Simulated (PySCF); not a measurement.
B(SiH3)3 (BH₉Si₃), SMILES [SiH3]B([SiH3])[SiH3].

The structure is a stationary point at PBE0-D3(BJ)/def2-SVP.

Level of theory: PBE/def2-TZVP in PySCF.

Isolated molecule, no solvent.

| Quantity | Value |
|---|---|
| total energy | -898.19439 hartree |
| point group | Cs |
| highest occupied level | -6.85 eV |
| lowest empty level | -4.06 eV |
| orbital gap | 2.80 eV |
| dipole moment | 0.08 D |
| quadrupole, principal values (traceless, Buckingham form, about the centre of nuclear charge) | -1.71, -1.60, 3.31 D·Å |
| mean static polarisability | 110.5 bohr³ (16.37 Å³) |
| polarisability, principal values | 85.7, 122.6, 123.1 bohr³ |
